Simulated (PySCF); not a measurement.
**2 RuH₃ → Ru₂H₆**

Level: PBE0 in the def2-TZVP basis family, computed in PySCF with density fitting; scalar-relativistic core potentials for atoms from Rb on, none lighter, no spin–orbit coupling; open shells unrestricted.

| species | state and structure | E (Eh) | ZPE (kJ/mol) | H(298 K) − H(0) (kJ/mol) | S° (J/(mol K)) |
| --- | --- | --- | --- | --- | --- |
| RuH₃ | doublet, C3v, Ru–H 1.558 Å (×3); H–Ru–H 100.8° (×3) | -96.59323 | 51.4 | 10.8 | 235.4 |
| Ru₂H₆ | singlet, C2, Ru–H 1.543 Å (×2), Ru–H 1.590 Å (×2), Ru–H 1.593 Å (×2), Ru–Ru 2.144 Å; H–Ru–H 81.9° (×2), H–Ru–H 82.8° (×2), H–Ru–H 128.1° (×2), H–Ru–Ru 87.7° (×2), H–Ru–Ru 111.7° (×2), H–Ru–Ru 116.9° (×2) | -193.27213 | 117.5 | 16.8 | 309.4 |

(1) What is the electronic reaction energy?

(2) Add zero-point, thermal and entropy terms for 298.15 K and 1 bar.

Answers

(1) At PBE0/def2-TZVP, ΔE = -224.9 kJ/mol from the differences of the total energies times 2625.5, downhill.

(2) ΔZPE = 14.7 and Δ[H(298) − H(0)] = -4.8 kJ/mol give ΔH° = -215.0 kJ/mol. ΔS° = -161.4 J/(mol K), so ΔG° = -215.0 − 298.15 × (-0.1614) = -167 kJ/mol. ΔG° would change sign near 1330 K if ΔH° and ΔS° stayed fixed.

Open d or f shells are single determinants, so the state found may not be the ground state. The structures come from searches over a few start shapes, so lower isomers are not excluded.
